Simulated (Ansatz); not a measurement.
TbCl3. The state is a septet with charge 0. Geometry B3LYP-D4/def2-SVP; atoms count from 1.

```xyz
4

Tb   -0.143   -0.006   -0.018
Cl    0.046   -2.353    0.691
Cl    0.355    0.589   -2.353
Cl   -0.259    1.770    1.680
```

In the def2 sets Tb takes a core potential; there is no spin–orbit coupling. With an open 4f shell the SCF may have ended on a state above the lowest.

Q: Estimate the Mulliken populations from the PBE0/def2-TZVP orbitals of Ansatz.

A: 
```tsv
atom	charge (e)	spin (α − β)	d electrons
Tb1	1.40	6.05	11.07
Cl2	-0.47	-0.02	–
Cl3	-0.47	-0.02	–
Cl4	-0.47	-0.02	–
```
Mulliken values depend strongly on the basis.

Q: Where does the spin sit?

A: Summed by element: Tb 6.05, Cl -0.05, of 6 unpaired in all. Largest on single atoms: Tb1 6.05, Cl4 -0.02, Cl2 -0.02.

Q: And the Mayer bond orders between heavy atoms (over 0.3)?

A: Tb1–Cl2 0.94 (2.46 Å); Tb1–Cl3 0.94 (2.46 Å); Tb1–Cl4 0.94 (2.46 Å).
